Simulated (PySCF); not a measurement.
Species: C5H15NSi2.
Atom-mapped SMILES: `[CH3:1][CH:2]([CH3:3])[Si@@H:4]1[CH2:5][CH2:6][SiH2:7][NH:8]1` (hydrogens: H9, H10, H11 on C1; H12 on C2; H13, H14, H15 on C3; H16 on Si4; H17, H18 on C5; H19, H20 on C6; H21, H22 on Si7; H23 on N8)

The same species was optimised twice, with GFN2-xTB and with PBE0-D3(BJ)/def2-SVP (PySCF), and the same property calculations (PySCF, gas phase) were run on both structures.

```csv
coordinate,GFN2-xTB,PBE0-D3(BJ)/def2-SVP,change
Si4–N8 (Å),1.735,1.750,+0.015
C2–Si4 (Å),1.907,1.893,-0.014
Si7–N8 (Å),1.731,1.744,+0.013
C5–C6 (Å),1.532,1.542,+0.010
C6–Si7 (Å),1.899,1.893,-0.006
Si4–C5 (Å),1.901,1.895,-0.006
C1–C2 (Å),1.524,1.528,+0.004
C2–C3 (Å),1.526,1.527,+0.001
Si4–N8–Si7 (°),117.6,114.9,-2.7
C6–Si7–N8 (°),96.6,98.7,+2.1
C1–C2–C3 (°),110.3,112.3,+2.0
C2–Si4–C5 (°),115.9,114.2,-1.7
C5–Si4–N8 (°),96.8,98.4,+1.6
C2–Si4–N8 (°),111.1,112.6,+1.5
C5–C6–Si7 (°),109.0,108.1,-0.9
Si4–C5–C6 (°),108.0,108.5,+0.5
C1–C2–Si4–C5 (°),-70,-67,+3
```

Rotational constants: A = 2678, B = 862.0, C = 786.1 MHz (GFN2-xTB) against A = 2633, B = 871.7, C = 792.0 MHz (PBE0-D3(BJ)/def2-SVP). Point groups within 0.08 Å: C1 and C1.

On the GFN2-xTB structure: HOMO (eV) -6.94 [PBE0/pcSseg-1]; LUMO (eV) 0.79 [PBE0/pcSseg-1]; dipole (D) 0.52 [PBE0/pcSseg-1]; GIAO shielding of C1 (ppm) 168.8 [PBE0/pcSseg-1]; GIAO shielding of C2 (ppm) 168.4 [PBE0/pcSseg-1]; GIAO shielding of C3 (ppm) 168.5 [PBE0/pcSseg-1]; GIAO shielding of Si4 (ppm) 343.9 [PBE0/pcSseg-1]; GIAO shielding of C5 (ppm) 182.0 [PBE0/pcSseg-1]; GIAO shielding of C6 (ppm) 179.5 [PBE0/pcSseg-1]; GIAO shielding of Si7 (ppm) 372.8 [PBE0/pcSseg-1]; GIAO shielding of N8 (ppm) 251.1 [PBE0/pcSseg-1].

Task: What do these properties become on the PBE0-D3(BJ)/def2-SVP structure?

Result: 
| property | level | on GFN2-xTB | on PBE0-D3(BJ)/def2-SVP | change |
| --- | --- | --- | --- | --- |
| HOMO (eV) | PBE0/pcSseg-1 | -6.94 | -7.03 | -0.09 |
| LUMO (eV) | PBE0/pcSseg-1 | 0.79 | 0.78 | -0.01 |
| dipole (D) | PBE0/pcSseg-1 | 0.52 | 0.64 | +0.12 |
| energy, GFN2-xTB geometry as zero (kcal/mol) | PBE0/pcSseg-1 | 0.0 | -2.1 | -2.1 |
| GIAO shielding of C1 (ppm) | PBE0/pcSseg-1 | 168.8 | 167.5 | -1.3 |
| GIAO shielding of C2 (ppm) | PBE0/pcSseg-1 | 168.4 | 168.2 | -0.2 |
| GIAO shielding of C3 (ppm) | PBE0/pcSseg-1 | 168.5 | 167.7 | -0.8 |
| GIAO shielding of Si4 (ppm) | PBE0/pcSseg-1 | 343.9 | 342.9 | -1.0 |
| GIAO shielding of C5 (ppm) | PBE0/pcSseg-1 | 182.0 | 181.6 | -0.4 |
| GIAO shielding of C6 (ppm) | PBE0/pcSseg-1 | 179.5 | 178.2 | -1.3 |
| GIAO shielding of Si7 (ppm) | PBE0/pcSseg-1 | 372.8 | 372.0 | -0.8 |
| GIAO shielding of N8 (ppm) | PBE0/pcSseg-1 | 251.1 | 248.0 | -3.1 |

The heavy atoms differ by 0.042 Å rms after alignment. Among bonds between heavy atoms C2–Si4 and Si4–N8 change most and about equally (-0.014 to +0.015 Å). Changes are differences of the printed values. Neither structure is proved a minimum here.
